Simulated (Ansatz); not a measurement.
Consider the silylene formation by 1,1-elimination: `C/C([SiH3])=C\F` → `C/C=C\F` + `[SiH2]`.

Gas-phase electronic energies from Ansatz, PBE0-D4/def2-TZVP geometries. CCSD(T)/CBS adds triple-zeta CCSD(T) − MP2 to the extrapolated MP2 energy (def2 sets, frozen cores). This one scheme is used for every species. Double bonds are as drawn, so ΔE can hold a change between cis and trans. Functionals use def2-TZVPP.

```csv
level,ΔE (kcal/mol)
ωB97M-V,56.3
CCSD/CBS(def2),56.0
```

Question: What does CCSD(T)/CBS give? (Estimate.)

Answer: Computed: +57.4 kcal/mol. The listed levels differ from it by -1.1, -1.4 kcal/mol.

Largest T1 diagnostic among the species: 0.014.

From PBE to PBE0 (25 % exact exchange), in def2-TZVPP and without D4, ΔE moves by +1.9 kcal/mol. In def2-TZVPP, CCSD(T) changes the Hartree–Fock value by +4.3 kcal/mol (the triples alone add +1.4 kcal/mol) and MP2 by +9.6 kcal/mol. The D4 term adds +3.6 kcal/mol with B3LYP and +1.9 kcal/mol with PBE0; it sums over pairs of atoms, weighted by their polarisabilities, and B3LYP, whose exchange is more repulsive, gets the larger term.

B3LYP here is the variant with VWN-RPA as its local correlation; programs differ in this.
